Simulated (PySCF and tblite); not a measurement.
Results of a calculation; reference values are marked as such.
System: C7H15 (charge +1), numbered as in [CH3:1][C+:2]([CH3:3])[C:4]([CH3:5])([CH3:6])[CH3:7].

Motion: shift of H on C1 from C1 to C2. GFN2-xTB gives an electronic barrier of 32.4 kcal/mol and a reaction energy of 12.1 kcal/mol.

The ion is treated without a counter-ion.

What does PBE0/pcSseg-1 + D3(BJ) give on PBE0-D3(BJ)/def2-SVP geometries?

A barrier of 33.4 kcal/mol, 1.0 above the tight-binding barrier (from unrounded values), a reaction energy of 13.5 kcal/mol and, with GFN2-xTB thermal terms, ΔG‡(298 K) = 33.1 kcal/mol and k = 3.6×10⁻¹² s⁻¹ (1 equivalent path).

And the level of the geometries itself, PBE0-D3(BJ)/def2-SVP?

33.9 kcal/mol.

Programs: tblite and PySCF.
